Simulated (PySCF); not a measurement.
Record of a relaxation.

Species: C2H5NOSi.
Atom-mapped SMILES: `[CH:1]#[C:2][Si@H:3]([NH2:4])[OH:5]` (hydrogens: H6 on C1; H7 on Si3; H8, H9 on N4; H10 on O5)

Computed by this run: PySCF, PBE0-D3(BJ)/def2-SVP geometry optimisation, gas phase; density fitting, grid level 1; the optimiser is geomeTRIC in internal coordinates, started from a GFN2-xTB structure. 14 of its 28 geometries are shown. The frame can shift and turn from step to step; on so coarse a grid that alone can change the energy by a few meV, and forces under 0.02 eV/Å are noise.

Step 0: E = -13553.6587 eV, largest atomic force 2.106 eV/Å
```
atom  x, y, z in Å  |  force x, y, z in eV/Å
C1      2.344    0.921   -0.177    0.763   0.241  -0.137
C2      1.209    0.595    0.048   -1.978  -0.594   0.412
Si3    -0.541    0.050    0.390    0.509  -0.601  -0.135
N4     -0.887   -1.586    0.004    0.100   0.249   0.262
O5     -1.567    0.854   -0.589   -0.581   0.186  -0.571
H6      3.337    1.212   -0.373    0.918   0.260  -0.183
H7     -0.822    0.272    1.808    0.092   0.158   0.551
H8     -1.156   -1.804   -0.941   -0.065  -0.011  -0.375
H9     -0.311   -2.315    0.387    0.191  -0.347   0.183
H10    -1.596    1.805   -0.578    0.050   0.459  -0.006
```

Step 2: E = -13553.7443 eV, largest atomic force 0.099 eV/Å
```
atom  x, y, z in Å  |  force x, y, z in eV/Å
C1      2.257    1.113   -0.251   -0.024   0.033   0.010
C2      1.115    0.752   -0.029   -0.012  -0.028  -0.024
Si3    -0.591    0.119    0.317    0.084   0.052   0.001
N4     -0.824   -1.528   -0.086   -0.037  -0.008  -0.032
O5     -1.659    0.940   -0.651   -0.080  -0.015   0.038
H6      3.264    1.437   -0.447    0.005   0.001   0.000
H7     -0.816    0.331    1.774    0.000  -0.034   0.005
H8     -0.997   -1.753   -1.060    0.036  -0.010  -0.002
H9     -0.280   -2.252    0.368   -0.026  -0.008   0.034
H10    -1.578    1.897   -0.669    0.054   0.016  -0.030
```

Step 4: E = -13553.7631 eV, largest atomic force 0.337 eV/Å
```
atom  x, y, z in Å  |  force x, y, z in eV/Å
C1      2.238    1.184   -0.281   -0.141  -0.040   0.035
C2      1.123    0.745   -0.058    0.075   0.028  -0.009
Si3    -0.564    0.095    0.321   -0.215  -0.256   0.045
N4     -0.884   -1.537   -0.087    0.147   0.028  -0.012
O5     -1.638    0.957   -0.600   -0.014   0.219  -0.004
H6      3.219    1.574   -0.473    0.090   0.022  -0.029
H7     -0.773    0.227    1.786    0.091   0.054   0.069
H8     -0.966   -1.781   -1.067    0.025  -0.038  -0.046
H9     -0.465   -2.288    0.448   -0.033  -0.037   0.032
H10    -1.397    1.880   -0.725   -0.027   0.020  -0.080
```

Step 6: E = -13553.7823 eV, largest atomic force 0.234 eV/Å
```
atom  x, y, z in Å  |  force x, y, z in eV/Å
C1      2.203    1.229   -0.309   -0.040  -0.044  -0.002
C2      1.115    0.732   -0.078    0.043   0.019   0.010
Si3    -0.563    0.074    0.333   -0.195  -0.130   0.003
N4     -0.914   -1.544   -0.100    0.164   0.023  -0.041
O5     -1.622    1.024   -0.525    0.052   0.104   0.032
H6      3.166    1.662   -0.510    0.033   0.004  -0.016
H7     -0.715    0.144    1.811    0.026   0.046   0.019
H8     -0.887   -1.827   -1.073   -0.010  -0.016  -0.005
H9     -0.643   -2.302    0.515   -0.029  -0.005   0.016
H10    -1.246    1.866   -0.799   -0.045   0.000  -0.016
```

Step 8: E = -13553.7905 eV, largest atomic force 0.073 eV/Å
```
atom  x, y, z in Å  |  force x, y, z in eV/Å
C1      2.192    1.208   -0.326    0.040  -0.030  -0.032
C2      1.101    0.728   -0.077   -0.038   0.035   0.020
Si3    -0.583    0.079    0.342    0.046   0.053  -0.021
N4     -0.883   -1.539   -0.117    0.038  -0.019  -0.012
O5     -1.637    1.071   -0.476    0.000  -0.042   0.026
H6      3.162    1.619   -0.548   -0.019  -0.005   0.007
H7     -0.720    0.137    1.822   -0.028  -0.012  -0.013
H8     -0.801   -1.839   -1.082   -0.011   0.009   0.012
H9     -0.693   -2.293    0.531   -0.031   0.011  -0.001
H10    -1.245    1.886   -0.804    0.004   0.000   0.014
```

Step 10: E = -13553.7938 eV, largest atomic force 0.035 eV/Å
```
atom  x, y, z in Å  |  force x, y, z in eV/Å
C1      2.199    1.183   -0.350    0.001  -0.027  -0.011
C2      1.099    0.739   -0.074   -0.008   0.028   0.010
Si3    -0.582    0.092    0.350    0.021  -0.025   0.011
N4     -0.854   -1.524   -0.129    0.009   0.006   0.004
O5     -1.645    1.097   -0.436   -0.015   0.005  -0.032
H6      3.175    1.564   -0.594    0.001   0.008   0.003
H7     -0.740    0.120    1.828    0.011  -0.002   0.004
H8     -0.734   -1.838   -1.084   -0.007  -0.001  -0.003
H9     -0.773   -2.280    0.539   -0.014  -0.001   0.001
H10    -1.253    1.903   -0.785    0.002   0.009   0.014
```

Step 12: E = -13553.7948 eV, largest atomic force 0.037 eV/Å
```
atom  x, y, z in Å  |  force x, y, z in eV/Å
C1      2.210    1.161   -0.365   -0.008   0.015   0.009
C2      1.104    0.743   -0.073    0.014  -0.022  -0.011
Si3    -0.576    0.098    0.352   -0.034  -0.013   0.007
N4     -0.848   -1.516   -0.131    0.014   0.007  -0.002
O5     -1.639    1.107   -0.431    0.002   0.003  -0.013
H6      3.189    1.530   -0.615    0.005  -0.002  -0.004
H7     -0.737    0.117    1.830    0.017   0.005   0.005
H8     -0.731   -1.835   -1.085   -0.005   0.000  -0.001
H9     -0.827   -2.273    0.540   -0.006   0.000   0.000
H10    -1.252    1.925   -0.756    0.001   0.008   0.010
```

Step 15: E = -13553.7958 eV, largest atomic force 0.057 eV/Å
```
atom  x, y, z in Å  |  force x, y, z in eV/Å
C1      2.237    1.114   -0.394   -0.001   0.038   0.017
C2      1.127    0.714   -0.091    0.001  -0.050  -0.026
Si3    -0.562    0.102    0.351    0.013   0.047  -0.002
N4     -0.872   -1.502   -0.133    0.004  -0.016  -0.002
O5     -1.609    1.138   -0.421    0.011  -0.008   0.027
H6      3.218    1.473   -0.651   -0.002  -0.015  -0.006
H7     -0.690    0.122    1.832   -0.017  -0.001  -0.004
H8     -0.793   -1.829   -1.087   -0.003   0.007   0.000
H9     -0.942   -2.254    0.540    0.000   0.001  -0.002
H10    -1.220    1.978   -0.681   -0.005  -0.003  -0.001
```

Step 17: E = -13553.7967 eV, largest atomic force 0.044 eV/Å
```
atom  x, y, z in Å  |  force x, y, z in eV/Å
C1      2.265    1.052   -0.441    0.005  -0.004   0.002
C2      1.154    0.664   -0.124   -0.011  -0.001  -0.004
Si3    -0.542    0.110    0.358    0.036   0.025  -0.001
N4     -0.899   -1.481   -0.130    0.000  -0.024   0.005
O5     -1.574    1.190   -0.374   -0.002   0.005   0.015
H6      3.249    1.388   -0.717   -0.003  -0.002  -0.002
H7     -0.638    0.121    1.842   -0.015  -0.001  -0.003
H8     -0.850   -1.811   -1.085   -0.003   0.011  -0.009
H9     -1.098   -2.213    0.537   -0.003  -0.003   0.004
H10    -1.176    2.036   -0.600   -0.004  -0.005  -0.007
```

Step 19: E = -13553.5839 eV, largest atomic force 1.219 eV/Å
```
atom  x, y, z in Å  |  force x, y, z in eV/Å
C1      2.320    0.472   -0.835    0.005  -0.143  -0.053
C2      1.234    0.292   -0.315    0.213   0.184   0.155
Si3    -0.405    0.149    0.495    0.574   0.783   0.457
N4     -1.000   -1.386    0.081   -0.952  -0.312  -0.695
O5     -1.308    1.457   -0.009   -0.189  -0.160  -0.107
H6      3.281    0.575   -1.307    0.024   0.061  -0.003
H7     -0.338    0.170    1.979    0.156   0.071   0.006
H8     -1.061   -1.525   -0.917    0.777  -0.179  -0.720
H9     -1.993   -1.429    0.258   -0.638  -0.268   0.970
H10    -0.838    2.282   -0.165    0.031  -0.036  -0.011
```

Step 21: E = -13553.7989 eV, largest atomic force 0.087 eV/Å
```
atom  x, y, z in Å  |  force x, y, z in eV/Å
C1      2.312    0.897   -0.554   -0.005  -0.040  -0.008
C2      1.200    0.569   -0.183    0.020   0.031   0.022
Si3    -0.498    0.131    0.389   -0.008   0.033   0.018
N4     -0.928   -1.439   -0.105    0.011  -0.085  -0.012
O5     -1.501    1.292   -0.255   -0.025   0.015  -0.014
H6      3.300    1.165   -0.884    0.003   0.017   0.003
H7     -0.551    0.125    1.875    0.020   0.009   0.004
H8     -0.921   -1.753   -1.066    0.007   0.032  -0.057
H9     -1.436   -2.066    0.502   -0.030  -0.010   0.051
H10    -1.085    2.136   -0.454    0.005  -0.001  -0.007
```

Step 23: E = -13553.7993 eV, largest atomic force 0.095 eV/Å
```
atom  x, y, z in Å  |  force x, y, z in eV/Å
C1      2.329    0.814   -0.607   -0.009  -0.040  -0.012
C2      1.216    0.524   -0.206    0.034   0.038   0.031
Si3    -0.477    0.141    0.409   -0.043   0.025   0.023
N4     -0.935   -1.424   -0.085   -0.033  -0.086  -0.024
O5     -1.471    1.330   -0.200   -0.027   0.001  -0.028
H6      3.316    1.047   -0.965    0.008   0.020   0.004
H7     -0.513    0.137    1.896    0.047   0.003   0.007
H8     -0.952   -1.707   -1.057    0.025   0.032  -0.046
H9     -1.569   -1.979    0.475   -0.018   0.003   0.051
H10    -1.052    2.173   -0.396    0.016   0.005  -0.006
```

Step 25: E = -13553.8002 eV, largest atomic force 0.050 eV/Å
```
atom  x, y, z in Å  |  force x, y, z in eV/Å
C1      2.323    0.859   -0.576   -0.006  -0.018  -0.005
C2      1.210    0.548   -0.191    0.008   0.013   0.013
Si3    -0.486    0.134    0.401   -0.041  -0.029  -0.003
N4     -0.936   -1.434   -0.095    0.039  -0.005   0.003
O5     -1.487    1.308   -0.229   -0.001   0.015  -0.007
H6      3.309    1.118   -0.918    0.004   0.007   0.002
H7     -0.522    0.128    1.887    0.014   0.010   0.003
H8     -0.948   -1.722   -1.065   -0.013   0.005  -0.002
H9     -1.507   -2.026    0.494   -0.007   0.001  -0.002
H10    -1.064    2.145   -0.443    0.003   0.001  -0.002
```

Step 27: E = -13553.8008 eV, largest atomic force under 0.02 eV/Å
```
atom  x, y, z in Å  |  force x, y, z in eV/Å
C1      2.333    0.810   -0.604   -0.003  -0.007  -0.004
C2      1.220    0.521   -0.204    0.006   0.007   0.008
Si3    -0.476    0.138    0.409   -0.010   0.000   0.004
N4     -0.946   -1.427   -0.083    0.008  -0.004  -0.003
O5     -1.467    1.328   -0.206   -0.004   0.004  -0.006
H6      3.319    1.053   -0.957    0.002   0.002   0.002
H7     -0.492    0.137    1.896    0.005   0.002   0.001
H8     -0.981   -1.692   -1.060   -0.002   0.000  -0.008
H9     -1.580   -1.975    0.484   -0.006  -0.004   0.008
H10    -1.039    2.164   -0.411    0.004   0.000  -0.002
```

**Question.** Summarise the path.

**Answer.** The energy falls by 3.28 kcal/mol from step 0 to step 27; nine tenths of that is first reached at step 7. It rises by more than 0.2 meV at steps 19, 22 and 24. The largest force goes from 2.106 to under 0.02 eV/Å. Among the bonds Si3–O5 changes most, from 1.630 to 1.666 Å; the atoms move by 0.421 Å rms after alignment.

**Question.** Follow the three bonds and two angles with the largest change from start to end.

**Answer.** 
```tsv
step	E above end (kcal/mol)	largest force (eV/Å)	Si3–O5 (Å)	Si3–H7 (Å)	C1–H6 (Å)	N4–Si3–O5 (°)	C2–Si3–N4 (°)
0	3.28	2.106	1.630	1.462	1.053	102.0	115.3
1	1.47	0.210	1.663	1.493	1.078	105.4	113.5
2	1.30	0.099	1.659	1.490	1.076	104.6	114.2
4	0.87	0.337	1.657	1.486	1.073	104.0	117.2
5	0.66	0.410	1.659	1.486	1.074	104.7	118.4
6	0.43	0.234	1.661	1.487	1.075	106.2	117.8
7	0.28	0.068	1.663	1.488	1.076	108.1	116.1
8	0.24	0.073	1.662	1.487	1.076	108.7	115.5
9	0.18	0.058	1.661	1.487	1.076	109.5	114.6
11	0.15	0.033	1.661	1.486	1.076	109.8	114.2
12	0.14	0.037	1.662	1.487	1.076	109.8	114.2
13	0.13	0.050	1.663	1.487	1.076	109.8	114.3
14	0.12	0.061	1.663	1.487	1.076	109.8	114.3
15	0.12	0.057	1.663	1.487	1.076	109.9	114.2
16	0.11	0.056	1.663	1.487	1.076	110.1	114.0
18	0.08	0.033	1.664	1.487	1.076	111.1	112.7
19	5.00	1.219	1.667	1.487	1.075	116.5	106.0
20	0.16	0.260	1.665	1.487	1.075	113.7	109.5
21	0.04	0.087	1.665	1.487	1.076	112.3	111.2
22	0.15	0.217	1.666	1.487	1.075	113.7	108.9
23	0.03	0.095	1.665	1.487	1.076	112.9	109.9
25	0.01	0.050	1.665	1.487	1.076	112.3	110.9
26	0.00	0.024	1.666	1.487	1.076	112.6	110.3
27	0.00	under 0.02	1.666	1.487	1.076	112.6	110.3
```

What follows is the cost of the whole optimisation. Hardware: an Arm Neoverse V2 with one thread, shared host with 96 logical CPUs at a one-minute load of 50. Cost: 70 s of wall time, 0.41 GiB resident at most.
